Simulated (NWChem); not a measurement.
Molecule: C4H5Cl; SMILES C=C=C(C)Cl

Results from NWChem. All runs use the structure optimised with B3LYP/6-31G* (spherical d). Level: PBE0/def2-SVP with SMD (1 M gas to 1 M solution), gas-phase geometry.

### Question
Among these, which solvent gives the highest value of “cavity-dispersion-structure term (kcal/mol)”?
A. ethanol
B. chloroform
C. water
D. benzene

### Answer
C, water. Values: benzene -2.2; chloroform -2.0; ethanol -0.3; water 3.7
